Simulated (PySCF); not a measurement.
Mg (magnesium, neutral) across methods

[Ne] 3d2, high-spin 3F determinant (an excited configuration). Calculation: PySCF 2.14, in dyall-acv3z (20s13p7d4f, 122 functions); scalar relativity by spin-free X2C-1e.

```json
{"method": "wB97X-V", "E (hartree)": "-199.7966", "mean ε 2p α (eV)": "-60.033", "mean ε 2p β (eV)": "-60.018", "mean ε 3d α (eV)": "-1.474", "Σ⟨r²⟩ (bohr²)": "53.27", "⟨S²⟩": "2.000"}
{"method": "PBE", "E (hartree)": "-199.7506", "mean ε 2p α (eV)": "-53.867", "mean ε 2p β (eV)": "-53.841", "mean ε 3d α (eV)": "-0.255", "Σ⟨r²⟩ (bohr²)": "53.66", "⟨S²⟩": "2.000"}
{"method": "LDA", "E (hartree)": "-198.9087", "mean ε 2p α (eV)": "-53.974", "mean ε 2p β (eV)": "-53.951", "mean ε 3d α (eV)": "-0.078", "Σ⟨r²⟩ (bohr²)": "53.49", "⟨S²⟩": "2.000"}
{"method": "CAM-B3LYP", "E (hartree)": "-199.8358", "mean ε 2p α (eV)": "-59.204", "mean ε 2p β (eV)": "-59.190", "mean ε 3d α (eV)": "-0.982", "Σ⟨r²⟩ (bohr²)": "53.05", "⟨S²⟩": "2.000"}
{"method": "wB97M-V", "E (hartree)": "-199.8051", "mean ε 2p α (eV)": "-59.900", "mean ε 2p β (eV)": "-59.877", "mean ε 3d α (eV)": "-0.878", "Σ⟨r²⟩ (bohr²)": "51.58", "⟨S²⟩": "2.000"}
{"method": "UHF", "E (hartree)": "-199.39411", "mean ε 2p α (eV)": "-69.091", "mean ε 2p β (eV)": "-69.085", "mean ε 3d α (eV)": "-1.201", "Σ⟨r²⟩ (bohr²)": "54.53", "⟨S²⟩": "2.000"}
{"method": "r2SCAN", "E (hartree)": "-199.8362", "mean ε 2p α (eV)": "-55.290", "mean ε 2p β (eV)": "-55.279", "mean ε 3d α (eV)": "-0.140", "Σ⟨r²⟩ (bohr²)": "54.15", "⟨S²⟩": "2.000"}
```

Q: Estimate the same row for PBE0.

A: E (hartree) = -199.7568; mean ε 2p α (eV) = -57.969; mean ε 2p β (eV) = -57.947; mean ε 3d α (eV) = -0.559; Σ⟨r²⟩ (bohr²) = 53.87; ⟨S²⟩ = 2.000.

The outer electron is Rydberg-like, and this basis confines it to a smaller radius and binds it less than a complete one would.
